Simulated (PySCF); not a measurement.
# Bond lengths and vibrations by method: ClGeH4Si

All numbers below are calculated, not measured. They come from PySCF 2.14.0, an open-source quantum chemistry program, on an isolated molecule that a program drew, which may never have been made. The molecule is ClGeH4Si (charge 0, doublet), drawn as the SMILES string `Cl[SiH2][GeH2]`.

The geometry was optimised and harmonic frequencies were computed with HF and MP2, all in the cc-pV(D+d)Z basis, for the commonest isotopes, with a restricted reference for singlets and an unrestricted one otherwise, and a frozen core in MP2. Germanium has the cc-pVDZ-PP basis, with a core potential (ECP10MDF) in place of its 10 inner electrons, and its 3s, 3p and 3d shells are frozen in MP2. Each result is a local minimum of its method.

Geometry at the HF minimum:
```xyz
7
ClGeH4Si, angstrom
Cl   -2.9021    1.6168    2.0239
Si   -0.8948    1.0659    2.0308
Ge    0.0446    1.5859   -0.1093
H    -0.8424   -0.3707    2.3635
H    -0.2185    1.8411    3.0870
H    -0.6683    0.8838   -1.2700
H     1.5532    1.3100   -0.1762
```

Lengths of the bonds as drawn, in Å (atoms numbered as above):
```
   bond     HF    MP2
Cl1-Si2  2.082  2.074
Si2-Ge3  2.394  2.389
 Si2-H4  1.476  1.481
 Si2-H5  1.474  1.479
 Ge3-H6  1.532  1.538
 Ge3-H7  1.535  1.540
```

Rotational constants, in GHz:
```
constant     HF    MP2
       A  10.48  10.48
       B  1.456  1.467
       C  1.307  1.316
```

Harmonic frequencies in cm^-1, each column in rising order, so a row needn't be the same motion in every method:
| rank | HF | MP2 |
|---|---|---|
| 1 | 97 | 92 |
| 2 | 126 | 121 |
| 3 | 354 | 346 |
| 4 | 422 | 397 |
| 5 | 513 | 476 |
| 6 | 556 | 556 |
| 7 | 603 | 566 |
| 8 | 746 | 713 |
| 9 | 883 | 836 |
| 10 | 923 | ? |
| 11 | 1026 | 976 |
| 12 | 2195 | 2154 |
| 13 | 2211 | 2177 |
| 14 | 2332 | 2281 |
| 15 | 2343 | 2298 |

**Estimate the missing MP2 frequency from the HF column.**

A single factor s that minimises the squared misfit of MP2 against s times HF over the other rows is sum(HF x MP2) / sum(HF^2) = 0.9768, with an rms misfit of 16 cm^-1. For rank 10 it gives 0.9768 x 923 = 902 cm^-1. The calculation gives 874 cm^-1, 28 cm^-1 below the estimate. The drawn bonds are on average 0.1 % longer in MP2 than in HF.
